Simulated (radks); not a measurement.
The numbers below are computed, except where a source is named.
All-electron atom: Sc IV in [Ne] 3s2 3p5 3d1 (not the ground configuration). Code: a radial shooting solver on a logarithmic mesh with Libxc functionals. Model: Dirac Kohn-Sham, BP86, spin-unpolarised, spherical densities, finite nucleus; open shells are shared between the two j in proportion to 2j + 1; Fermi nuclear charge, rms radius 3.5459 fm. Some entries of the table are withheld. Estimate them.

orbital     occ.  eigenvalue (hartree)  <r^2> (bohr^2)  r(max) (bohr)
1s1/2          2             -163.0091        0.007172        0.04779
2s1/2          2             -18.74828          0.1393         0.2834
2p1/2          2                   (1)             (2)         0.2307
2p3/2          4                   (3)             (4)         0.2328
3s1/2          2              -3.22615           1.271         0.9179
3p1/2    1.66667                   (5)             (6)         0.9487
3p3/2    3.33333                   (7)             (8)         0.9546
3d3/2        0.4                   (9)           2.168         0.9969
3d5/2        0.6                  (10)           2.174         0.9985

Answer. 
(1) 2p1/2 eigenvalue (hartree): -15.70483
(2) 2p1/2 <r^2> (bohr^2): 0.1154
(3) 2p3/2 eigenvalue (hartree): -15.53370
(4) 2p3/2 <r^2> (bohr^2): 0.1172
(5) 3p1/2 eigenvalue (hartree): -2.43599
(6) 3p1/2 <r^2> (bohr^2): 1.460
(7) 3p3/2 eigenvalue (hartree): -2.41572
(8) 3p3/2 <r^2> (bohr^2): 1.477
(9) 3d3/2 eigenvalue (hartree): -1.22845
(10) 3d5/2 eigenvalue (hartree): -1.22668
